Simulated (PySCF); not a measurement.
Task: Give a PBE0-D3(BJ)/def2-SVP geometry of `C#CB(Br)C[SiH3]`.

Result: 
```xyz
12
C3H6BBrSi angstrom
C     -3.648    0.016   -0.051
C     -2.604   -0.189   -0.644
B     -1.290   -0.443   -1.364
Br    -1.186    0.085   -3.212
C     -0.044   -1.027   -0.657
Si     0.939    0.383    0.154
H     -4.572    0.197    0.469
H     -0.327   -1.706    0.165
H      0.644   -1.533   -1.351
H      0.082    1.110    1.136
H      1.415    1.342   -0.886
H      2.119   -0.190    0.870
```

Orientation and origin are arbitrary. Atoms count from 1 in this order. The B–C distances run from 1.520 Å (C2–B3, drawn single) to 1.547 Å (B3–C5, drawn single), a spread of 0.027 Å. Si6 (SiH3 silicon) is tetrahedral (angles from 109.0° to 110.2°). B3 (three-coordinate boron) is planar (angles 122.9°, 119.9° and 117.1°, sum 359.9°, 0.03 Å off the plane of its three neighbours).

Bonds between heavy atoms (Å): C1≡C2 1.218, C2–B3 1.520, B3–Br4 1.925, B3–C5 1.547, C5–Si6 1.900.

Computed, not measured: PBE0-D3(BJ)/def2-SVP geometry optimisation, gas phase (PySCF).

Point group: C1 (no symmetry element, even within 0.4 Å). No frequency check. One conformer, not necessarily the lowest (C2–B3–C5–Si6 -86°).

Hardware: one thread, Arm Neoverse V1 (aarch64), shared host with 64 logical CPUs at a one-minute load of 31. Cost: 57 s, 0.53 GiB resident at most. That covers the optimisation of the geometry.
